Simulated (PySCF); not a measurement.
## Dipole response of Ar²⁺ (argon, charge +2)

[Ne] 3s2 3p4, high-spin 3P determinant. Computed with PySCF 2.14 in aug-cc-pVQZ-DK, with scalar relativity by spin-free X2C-1e. Coupled (time-dependent) response in atomic units; α is the mean over directions.

```json
{"method": "UHF", "mean α (bohr³)": "4.751", "α xx, yy, zz": "4.816, 4.621, 4.816", "C₆ (like pair)": "16.71", "S(−4)": "5.406"}
{"method": "PBE", "mean α (bohr³)": "4.785", "α xx, yy, zz": "4.816, 4.723, 4.816", "C₆ (like pair)": "16.86", "S(−4)": "5.475"}
{"method": "PBE0", "mean α (bohr³)": "4.752", "α xx, yy, zz": "4.793, 4.671, 4.793", "C₆ (like pair)": "16.71", "S(−4)": "5.382"}
{"method": "PBEsol", "mean α (bohr³)": "4.797", "α xx, yy, zz": "4.829, 4.734, 4.829", "C₆ (like pair)": "16.91", "S(−4)": "5.510"}
{"method": "BHandHLYP", "mean α (bohr³)": "4.742", "α xx, yy, zz": "4.788, 4.652, 4.788", "C₆ (like pair)": "16.65", "S(−4)": "5.342"}
```

S(−4) is the Cauchy moment in α(ω) = α(0) + S(−4) ω² + …

α(iu) at UHF:

```json
{"u (hartree)": "0", "α(iu) (bohr³)": "4.751"}
{"u (hartree)": "0.0500", "α(iu) (bohr³)": "4.737"}
{"u (hartree)": "0.100", "α(iu) (bohr³)": "4.697"}
{"u (hartree)": "0.200", "α(iu) (bohr³)": "4.546"}
{"u (hartree)": "0.300", "α(iu) (bohr³)": "4.318"}
{"u (hartree)": "0.500", "α(iu) (bohr³)": "3.733"}
{"u (hartree)": "0.750", "α(iu) (bohr³)": "2.973"}
{"u (hartree)": "1.00", "α(iu) (bohr³)": "2.328"}
{"u (hartree)": "1.50", "α(iu) (bohr³)": "1.457"}
{"u (hartree)": "2.00", "α(iu) (bohr³)": "0.9709"}
{"u (hartree)": "3.00", "α(iu) (bohr³)": "0.5133"}
{"u (hartree)": "5.00", "α(iu) (bohr³)": "0.2201"}
```

A single London oscillator, α(iu) = α/(1 + u²/ω²), gives C₆ = (3/4) ω α². Matching the computed C₆ needs ω = 4 × 16.71 / (3 × 4.751²) = 0.987 hartree.

For an ion, C₆ is the dispersion term alone; charge-induced terms of lower order in 1/R come first.

The components differ because the open shell of this determinant is not spherical; for a pure term their mean is the scalar polarisability.
